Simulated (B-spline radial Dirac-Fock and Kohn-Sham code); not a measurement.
# Diagram lines of La¹¹⁺

System: the La¹¹⁺ ion in the configuration [Kr] 4d10.

Input file task.json (cfg lists n, l and occupation; rrms is the nuclear radius in fm):

```json
{"items": [{
  "Z": 57,
  "q": 11,
  "cfg": [[1, 0, 2], [2, 0, 2], [2, 1, 6], [3, 0, 2], [3, 1, 6], [3, 2, 10], [4, 0, 2], [4, 1, 6], [4, 2, 10]],
  "A": 139,
  "rrms": 4.855,
  "do": ["binding"]
}]}
```

Command: `python xray_run.py task.json out`

These are calculated numbers from a radial B-spline solver; the model is Dirac-Fock (average of configuration) total-energy differences with a finite nucleus, the Breit interaction including its frequency dependence, and self-energy and vacuum-polarisation corrections. A line energy is the difference of two single-hole energies; the list is a selection of electric-dipole transitions between resolved j subshells. The model has no electron correlation.

| line | energy (eV) | wavelength (Å) |
| --- | --- | --- |
| Kβ2' (K-N3) | 38732.8 | 0.32010 |
| Kβ2'' (K-N2) | 38715.1 | 0.32025 |
| Kβ1 (K-M3) | 37802.2 | 0.32798 |
| Kβ3 (K-M2) | 37721.0 | 0.32869 |
| Kα1 (K-L3) | 33442.4 | 0.37074 |
| Kα2 (K-L2) | 33034.3 | 0.37532 |
| Lγ3 (L1-N3) | 6078.2 | 2.0398 |
| Lγ2 (L1-N2) | 6060.5 | 2.0458 |
| Lγ1 (L2-N4) | 5800.8 | 2.1373 |
| Lγ5 (L2-N1) | 5619.9 | 2.2062 |
| Lβ2 (L3-N5) | 5395.8 | 2.2978 |
| Lβ15 (L3-N4) | 5392.7 | 2.2991 |
